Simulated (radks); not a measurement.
Effect of the nuclear size on the fluorine ion F+, [He] 2s2 2p4. Calculated with a radial shooting solver on a logarithmic mesh with Libxc functionals: Dirac Kohn-Sham, BLYP, spin-unpolarised, spherical densities, finite nucleus; open shells fill j = l - 1/2 first; Fermi nuclear charge, rms radius 2.8976 fm. The rms radius is varied about that value; shifts are against it.

rms radius (fm)  total energy shift (eV)  density at nucleus (e/bohr^3)  1s1/2 shift (meV)
2.4021                         -0.000225                          468.4             -0.090
2.7122                        -0.0000891                          468.1             -0.036
2.8976                                 0                          467.9              0.000
3.1265                          0.000118                          467.7              0.047
3.2192                          0.000168                          467.6              0.067

Slopes of the eigenvalues against <r^2> in GHz/fm^2, as finite differences over the two radii next to the reference (eigenvalue slopes, not the field-shift constants of lines): 1s1/2 8.29.
